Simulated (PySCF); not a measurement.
Al(H)(Me)(OH), SMILES [CH3][AlH][OH] (CH5AlO), singlet, B3LYP/def2-SVP optimised geometry.

```
8

Al    -0.15    -0.47     0.00
H     -0.91    -1.87     0.00
C     -1.02     1.27     0.00
H     -0.71     1.87    -0.88
H     -0.73     1.85     0.89
H     -2.12     1.20    -0.01
O      1.56    -0.47     0.00
H      2.12    -1.25     0.01
```

Density from B3LYP/def2-TZVP (PySCF) at that geometry.

Minimum of the electron density along straight lines between bonded atoms, close to the bond critical point (lines longer than 1.1 times the sum of covalent radii, or with two minima, are not listed):

```csv
bond,length / Å,ρ at the minimum / e bohr⁻³,∇²ρ there / e bohr⁻⁵,position (fraction from the first atom)
Al1–H2,1.589,0.082,0.20,0.50
Al1–C3,1.951,0.088,0.25,0.41
C3–H4,1.104,0.263,-0.85,0.64
C3–H5,1.104,0.263,-0.84,0.64
C3–H6,1.102,0.265,-0.86,0.64
Al1–O7,1.712,0.105,[?],0.43
O7–H8,0.962,[?],[?],0.80
```

**Question.** Some entries are withheld; supply them.

**Answer.** 
- Al1–O7, ∇²ρ there / e bohr⁻⁵: 0.75
- O7–H8, ρ at the minimum / e bohr⁻³: 0.355
- O7–H8, ∇²ρ there / e bohr⁻⁵: -2.37
